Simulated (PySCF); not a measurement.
A structure optimised at PBE-D3(BJ)/def2-SVP, used in a PySCF frequency run:

```
Si
H 1 1.5118
C 1 1.9470 2 119.84
N 3 1.2986 1 109.98 2 -126.02
H 3 1.1175 4 120.06 1 176.05
Si 4 1.8256 3 102.06 5 -175.70
H 6 1.5039 4 110.24 3 109.74
H 6 1.5049 7 108.72 4 -125.60
Si 1 2.3541 2 112.83 3 130.86
H 9 1.5081 1 109.86 2 72.23
H 9 1.5085 10 108.28 1 122.10
Si 9 2.3541 10 110.55 11 120.84
H 12 1.5045 9 109.32 10 -175.42
H 12 1.5052 13 108.76 9 119.47
H 12 1.5053 13 109.06 14 118.63
```
Charge 0, spin multiplicity 1.

Question: Write its SMILES and formula.

Answer: [SiH3][SiH2][Si@H]1C=N[SiH2]1, CH9NSi4

Question: What are its rotational constants (standard atomic weights)?

Answer: 2.0973, 0.99369, 0.84644 GHz
